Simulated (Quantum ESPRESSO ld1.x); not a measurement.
Q: Nd2+, 58 electrons, occupied as [Kr] 4d10 4f4 5s1 5p6 6p1 (not the ground configuration). Method: Dirac Kohn-Sham, B86b exchange with PBE correlation, spin-unpolarised, spherical densities, point nucleus; open shells are shared between the two j in proportion to 2j + 1; computed with ld1.x of Quantum ESPRESSO 7.5. Some entries of the table are withheld. Estimate them.

| orbital | occ. | eigenvalue (hartree) | <r^2> (bohr^2) |
|---|---|---|---|
| 1s1/2 | 2 | -1594.50 | 0.0007597 |
| 2s1/2 | 2 | -258.402 | 0.01197 |
| 2p1/2 | 2 | -244.488 | 0.008749 |
| 2p3/2 | 4 | -225.370 | 0.01000 |
| 3s1/2 | 2 | -56.6320 | 0.08091 |
| 3p1/2 | 2 | (1) | 0.07594 |
| 3p3/2 | 4 | (2) | 0.08330 |
| 3d3/2 | 4 | -36.5444 | 0.06757 |
| 3d5/2 | 6 | -35.7194 | 0.06965 |
| 4s1/2 | 2 | -11.8509 | 0.4165 |
| 4p1/2 | 2 | -9.61060 | 0.4429 |
| 4p3/2 | 4 | -8.78431 | 0.4836 |
| 4d3/2 | 4 | -5.10431 | (3) |
| 4d5/2 | 6 | -4.95833 | (4) |
| 5s1/2 | 1 | -2.18939 | 2.360 |
| 5p1/2 | 2 | -1.57553 | (5) |
| 5p3/2 | 4 | -1.45560 | (6) |
| 4f5/2 | 1.71429 | -0.79134 | 1.358 |
| 4f7/2 | 2.28571 | -0.77558 | 1.391 |
| 6p1/2 | 0.333333 | -0.44818 | 18.69 |
| 6p3/2 | 0.666667 | -0.43008 | 20.05 |

A: 
(1) 3p1/2 eigenvalue (hartree): -50.6938
(2) 3p3/2 eigenvalue (hartree): -46.8769
(3) 4d3/2 <r^2> (bohr^2): 0.5708
(4) 4d5/2 <r^2> (bohr^2): 0.5872
(5) 5p1/2 <r^2> (bohr^2): 2.943
(6) 5p3/2 <r^2> (bohr^2): 3.235
